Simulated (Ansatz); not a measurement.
C2H5O (SMILES CC[O-]), charge -1, singlet, geometry from GFN2-xTB (a gas-phase anion, which may not be bound at this level). Base run: MP2/def2-SVP run with Ansatz (a program for electronic structure).

Here is a job for Ansatz.
Ansatz 0.2 input:
```yaml
crystal:
  periodic: [false, false, false]
  atoms:
    - {symbol: C, position_ang: [1.14079889, -0.41047783, -0.00910137]}
    - {symbol: C, position_ang: [-0.15104036, 0.49608328, -0.00011144]}
    - {symbol: O, position_ang: [-1.28599144, -0.12785782, 0.01201976]}
    - {symbol: H, position_ang: [0.01912236, 1.20779716, 0.90182864]}
    - {symbol: H, position_ang: [0.00273178, 1.20239996, -0.90920924]}
    - {symbol: H, position_ang: [2.05088849, 0.19671438, -0.01914757]}
    - {symbol: H, position_ang: [1.14631297, -1.04620846, 0.87611273]}
    - {symbol: H, position_ang: [1.13032475, -1.05147317, -0.89046572]}
basis:
  gaussian:
    orbitals: def2-SVP
total_charge: -1
magnetization: {spin_polarized: false}
correlation: {method: mp2}
```

The base run was repeated with changes; each row names its change, and settings that it needs were set with it.

```csv
change,basis functions,E (Eh),MP2 correlation (Eh),core-seconds (rough)
base,67,-153.80218,-0.48539,0.3
basis = pcseg-1,67,-153.88982,-0.48946,0.3
basis = pc-1,67,-153.89133,-0.48936,0.4
basis = cc-pVDZ,67,-153.92925,-0.48784,0.3
basis = 6-31G**,70,-153.92048,-0.48433,0.5
basis = 6-311++G**,101,-154.02529,-0.53032,1.0
"basis = 6-311+G(2d,p)",111,-154.05925,-0.56059,1
basis = aug-cc-pVDZ,114,-153.99991,-0.52710,2
basis = def2-TZVP,123,-154.10679,-0.59899,1
basis = def2-TZVPD,159,-154.12069,-0.60775,2
basis = aug-cc-pVTZ,253,-154.14236,-0.63213,7
basis = def2-QZVP,321,-154.17911,-0.65911,10
basis = def2-QZVPP,321,-154.17911,-0.65911,20
```

Totals compare only among sets that treat the same electrons; sets with core potentials leave the core out.

A gas-phase anion may not be bound at this level; its values then depend on the basis.
